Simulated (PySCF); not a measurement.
Si(F)(Cl)(Br)2, Br₂ClFSi, SMILES F[Si](Cl)(Br)Br, singlet, PBE0/def2-SVP optimised geometry.

```
5

F     -1.20    -1.75    -1.34
Si    -0.70    -1.02     0.00
Cl    -1.42    -2.07     1.59
Br    -1.49     1.02     0.00
Br     1.49    -1.02     0.00
```

Density from PBE0/def2-TZVP (PySCF) at that geometry.

Minimum of the electron density along straight lines between bonded atoms, close to the bond critical point (lines longer than 1.1 times the sum of covalent radii, or with two minima, are not listed):

```json
[
 {"bond": "F1–Si2", "length / Å": "1.606", "ρ at the minimum / e bohr⁻³": "0.139", "∇²ρ there / e bohr⁻⁵": "(withheld)", "position (fraction from the first atom)": "0.58"},
 {"bond": "Si2–Cl3", "length / Å": "2.033", "ρ at the minimum / e bohr⁻³": "(withheld)", "∇²ρ there / e bohr⁻⁵": "(withheld)", "position (fraction from the first atom)": "0.36"},
 {"bond": "Si2–Br4", "length / Å": "2.187", "ρ at the minimum / e bohr⁻³": "0.099", "∇²ρ there / e bohr⁻⁵": "0.08", "position (fraction from the first atom)": "0.35"},
 {"bond": "Si2–Br5", "length / Å": "2.187", "ρ at the minimum / e bohr⁻³": "0.099", "∇²ρ there / e bohr⁻⁵": "0.08", "position (fraction from the first atom)": "0.35"}
]
```

Fill in the missing entries.


- F1–Si2, ∇²ρ there / e bohr⁻⁵: 0.96
- Si2–Cl3, ρ at the minimum / e bohr⁻³: 0.107
- Si2–Cl3, ∇²ρ there / e bohr⁻⁵: 0.22
